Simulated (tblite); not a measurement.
Compound: C7H11O (doublet state).
Cartesian coordinates in Å at the GFN2-xTB level; atoms count from 1:
```
atom  x, y, z in Å
C1    -2.3407   -0.4525   -0.5142
C2    -1.5456    0.2812    0.5609
C3    -0.0656    0.1523    0.3470
C4     1.0615    0.7500    1.1715
C5     1.7898   -0.0124    0.0918
O6     3.1355   -0.1794   -0.1209
C7     0.7494    0.6212   -0.8853
C8     0.7727   -1.1524    0.2974
H9    -2.0876   -1.5099   -0.5166
H10   -2.1206   -0.0409   -1.4964
H11   -3.4077   -0.3546   -0.3302
H12   -1.7922   -0.1253    1.5446
H13   -1.8113    1.3418    0.5611
H14    1.1876    1.7913    1.4251
H15    3.5915    0.6513    0.0542
H16    0.8165    1.6933   -1.0602
H17    0.5839    0.0755   -1.8138
H18    0.8610   -1.7075    1.2266
H19    0.6121   -1.8136   -0.5501
```

Computed with GFN2-xTB (tblite): harmonic, unscaled wavenumbers at the GFN2-xTB geometry, gas phase. Errors from tens to a few hundred cm⁻¹ against measured bands are possible. One conformer, not necessarily the lowest. Open shells enter through the occupations alone, without spin polarisation, and single modes of such species can be off by tens of per cent.

Harmonic wavenumbers (cm⁻¹): 61.6, 151.3, 189.8, 226.7, 264.2, 327.6, 404.5, 451.3, 465.4, 548.1, 613.0, 717.8, 775.8, 796.8, 815.5, 877.1, 955.8, 982.4, 986.5, 1008.8, 1029.6, 1042.0, 1060.2, 1082.8, 1084.5, 1100.1, 1129.1, 1147.2, 1157.3, 1245.8, 1260.0, 1306.6, 1344.8, 1409.5, 1410.1, 1472.3, 1477.0, 1501.5, 1504.9, 1510.1, 2952.3, 2962.1, 2977.2, 2994.3, 3010.0, 3025.0, 3038.4, 3040.1, 3043.3, 3044.9, 3534.8.

A = 5231, B = 1331, C = 1288 MHz; mass 111.081 u (most abundant isotopes); point group C1, symmetry number 1; spin multiplicity 2.

Task: What is the zero-point energy?

Result: Half the sum of the wavenumbers: 35259 cm⁻¹ = 100.81 kcal/mol.

Task: Give the ideal-gas entropy at 350 K and 1 bar in the rigid-rotor, harmonic-oscillator model (classical rotation).

Result: Translation 40.85, rotation 28.45, vibration 24.43, spin (R ln 2) 1.38: S = 95.1 cal/(mol K).

Task: And Cp and H(350 K) − H(0)?

Result: Cp = 39.44 cal/(mol K), of which vibrations give 31.49 (their classical limit is 51 R = 101.3); H(350 K) − H(0) = 7.69 kcal/mol without the zero-point energy, 4.91 from vibrations.

Task: How do the functions run with temperature in this model?

Result: 
```
T (K)  S (cal/(mol K))  Cp (cal/(mol K))  H − H(0) (kcal/mol)  G − H(0) (kcal/mol)  ln q(vib)
  100             65.1              14.8                 1.07                -5.44       0.80
  200             78.0              23.6                 2.98               -12.61       2.40
  300             89.5              34.0                 5.85               -20.99       4.25
  500            111.7              53.8                14.73               -41.12       8.39
  800            141.5              72.6                33.96               -79.22      14.96
 1000            158.6              80.6                49.32              -109.26      19.21
```

q(vib) and H(0) count from the zero-point level.

Task: Which modes carry the vibrational entropy at 350 K?

Result: 61.6 cm⁻¹: 4.72; 151.3 cm⁻¹: 2.96; 189.8 cm⁻¹: 2.53; 226.7 cm⁻¹: 2.20; 264.2 cm⁻¹: 1.92; 327.6 cm⁻¹: 1.54 cal/(mol K); the other 45 give 8.56 together.

Task: Blend soft modes into free rotors: weight 1/[1 + (100 cm⁻¹/ν̃)⁴] for the oscillator and the rest for a rotor with moment μB/(μ + B), μ = h/(8π²ν), B = 10⁻⁴⁴ kg m². What vibrational entropy results?

Result: 23.30 cal/(mol K) in place of 24.43, which changes −T·S at 350 K by +0.40 kcal/mol.

Task: What must be added to the electronic energy to get the Gibbs energy at 350 K and 1 bar?

Result: ZPE + [H(350 K) − H(0)] − T·S = 100.81 + 7.69 − 33.29 = 75.21 kcal/mol.

Hindered rotation and anharmonicity are outside this model. Other conformers, if any are populated, would add a mixing term that is left out. The structure is chiral; the term R ln 2 for an equal mix with its mirror image is left out.
